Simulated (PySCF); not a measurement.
Species: C3H7BClP.
SMILES with atom numbers: `[CH2:1]=[C:2]([Cl:3])[CH2:4][BH:5][PH2:6]` (hydrogens: H7, H8 on C1; H9, H10 on C4; H11 on B5; H12, H13 on P6)

Theory: PBE0-D3(BJ)/def2-SVP geometry optimisation, gas phase (PySCF).

**Question.** What internal coordinates does the optimisation give?

**Answer.** 
```tsv
bond	length (pm)	order
C1=C2	133.3	double
C2–Cl3	174.8	single
C2–C4	149.1	single
C4–B5	157.4	single
B5–P6	187.7	single
C1–H7	109.1	single
C1–H8	109.3	single
C4–H9, C4–H10	110.6	single
B5–H11	121.1	single
P6–H12, P6–H13	142.1	single
```

Bonds in one row agree within 1 pm and their mean is given. Orders are formal, as drawn. A selection of angles:
```tsv
angle	degrees
C2–C1–H7	121.6
C2–C1–H8	119.7
H7–C1–H8	118.7
C1–C2–Cl3	119.5
C1–C2–C4	126.9
Cl3–C2–C4	113.5
C2–C4–B5	118.1
C2–C4–H9	109.8
B5–C4–H9	106.8
H9–C4–H10	104.7
C4–B5–P6	125.7
C4–B5–H11	117.5
P6–B5–H11	116.5
B5–P6–H12	103.3
B5–P6–H13	100.5
H12–P6–H13	99.7
```

Dihedral angles: C1–C2–C4–B5 -112° (anticlinal); C2–C4–B5–P6 -9° (synperiplanar). The mirror-image conformer, all signs reversed, is as good.

B5 (three-coordinate boron) is planar (angles 125.7°, 117.5° and 116.5°, sum 359.6°, 0.05 Å off the plane of its three neighbours). P6 (three-coordinate phosphorus) is pyramidal (angles 103.3°, 100.5° and 99.7°, sum 303.4°, 0.70 Å off the plane of its three neighbours). The 2 C–C bonds span 1.333 Å (C1=C2, drawn double) to 1.491 Å (C2–C4, drawn single), a spread of 0.158 Å. Of the pairs four or more bonds apart, Cl3···P6 is among the closest relative to their van der Waals radii: 3.45 Å, 97 % of the sum of Bondi's values.

Point group: C1 (no symmetry element, even within 0.4 Å). Whether it is a minimum is left open (no frequencies). The numbers are those of one conformer (C1–C2–C4–B5 -112°, C2–C4–B5–P6 -9°, C4–B5–P6–H 39° and 142°).
